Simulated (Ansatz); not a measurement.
Geometry optimisation, RKS PBE-D4/def2-mTZVP in Ansatz.

input.yaml

```yaml
crystal:
  periodic: [false, false, false]
  atoms:
    - { symbol: Ge, position_ang: [0.172523, -0.047979, -0.083818] }
    - { symbol: H, position_ang: [0.079388, 0.071899, 1.458408] }
    - { symbol: F, position_ang: [1.879467, -0.073698, -0.48182] }
    - { symbol: F, position_ang: [-0.432806, 1.453808, -0.746721] }
    - { symbol: H, position_ang: [-0.504555, -1.231375, -0.792503] }
    - { symbol: Cl, position_ang: [-2.832579, -0.218758, 1.547649] }
    - { symbol: H, position_ang: [-1.670238, 0.162902, 2.100805] }
basis:
  gaussian: { orbitals: def2-mTZVP }
hamiltonian:
  xc: pbe
  dispersion: d4
relax:
  f_tol: 0.03
  max_steps: 50
```

Command:

```bash
$ ansatz run input.yaml --threads 2 --pin off --max-ram 3072MiB --backend cpu --events-out ev --progress --plain --runs-dir out
```

Question: Where does it end, and by what steps?

Answer: The forces met the threshold. After 20 steps the energy has fallen by 0.254 eV; H7 moved furthest, 1.16 Å.

| step | energy less start (eV) | largest force component (eV/Å) | accepted |
| --- | --- | --- | --- |
| 0 | 0.0000 | 0.889 | yes |
| 1 | -0.0636 | 0.485 | yes |
| 2 | -0.0868 | 0.474 | yes |
| 3 | -0.1130 | 0.277 | yes |
| 4 | -0.1304 | 0.189 | yes |
| 5 | -0.0942 | 1.013 | no |
| 6 | -0.1385 | 0.059 | yes |
| 7 | -0.1426 | 0.197 | yes |
| 8 | -0.1448 | 0.441 | yes |
| 9 | -0.1630 | 0.055 | yes |
| 10 | -0.1775 | 0.072 | yes |
| 11 | -0.1665 | 1.143 | no |
| 12 | -0.1858 | 0.121 | yes |
| 13 | -0.1938 | 0.228 | yes |
| 14 | -0.2059 | 0.427 | yes |
| 15 | -0.2131 | 0.826 | yes |
| 16 | -0.2396 | 0.476 | yes |
| 17 | -0.2499 | 0.128 | yes |
| 18 | -0.2524 | 0.140 | yes |
| 19 | -0.2538 | 0.088 | yes |
| 20 | -0.2542 | 0.020 | yes |

```xyz
7
Properties=species:S:1:pos:R:3
Ge 0.326 -0.186 0.005
H 0.878 -0.478 1.411
F 1.657 0.329 -1.009
F -0.697 1.258 0.130
H -0.479 -1.243 -0.769
Cl -2.732 -0.298 1.949
H -2.261 0.735 1.286
```

Whether the end is a true minimum wasn't checked by a vibrational analysis.

Time of the run: 21 s on 2 threads of Intel(R) Xeon(R) 6975P-C (Granite Rapids), with other jobs on the host, peak memory 0.15 GiB.
